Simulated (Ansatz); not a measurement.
C$_{3}$H$_{5}$F$_{3}$O (`COC(F)(F)CF`) at its PBE0-D4/def2-TZVP geometry, where that method's forces vanish. The species carries charge 0 and has multiplicity 1.

```
atom   x (Å)   y (Å)   z (Å)
  C1   0.997   0.150  -1.612
  O2  -0.173   0.107  -0.799
  C3   0.032  -0.067   0.521
  F4   0.705  -1.219   0.773
  F5   0.812   0.918   1.038
  C6  -1.319  -0.084   1.206
  F7  -1.159  -0.264   2.551
  H8   1.550  -0.788  -1.544
  H9   0.643   0.296  -2.630
 H10   1.639   0.984  -1.322
 H11  -1.910  -0.905   0.795
 H12  -1.818   0.870   1.022
```

Q: For each bond, give half the difference of the two atoms' forces along it (eV/Å; positive pushes the atoms apart) under PBE-D4, r2SCAN-D4, B3LYP-D4, ωB97M-V in def2-TZVPP. (An estimate is asked.)

A: Ansatz gave: 
```tsv
bond	length (Å)	PBE-D4	r2SCAN-D4	B3LYP-D4	ωB97M-V
C1–O2	1.425	0.22	0.28	0.26	0.21
C1–H8	1.091	0.08	-0.07	-0.09	-0.10
C1–H9	1.087	0.08	-0.06	-0.13	-0.09
C1–H10	1.091	0.08	-0.07	-0.09	-0.10
O2–C3	1.347	0.22	0.07	0.05	0.09
C3–F4	1.358	0.60	0.29	0.32	0.15
C3–F5	1.358	0.60	0.29	0.32	0.14
C3–C6	1.515	-0.19	-0.13	-0.12	-0.09
C6–F7	1.366	0.52	0.34	0.40	0.29
C6–H11	1.092	0.05	-0.08	-0.15	-0.14
C6–H12	1.092	0.05	-0.08	-0.15	-0.14
```

B3LYP here is the variant with VWN-RPA as its local correlation; programs differ in this.
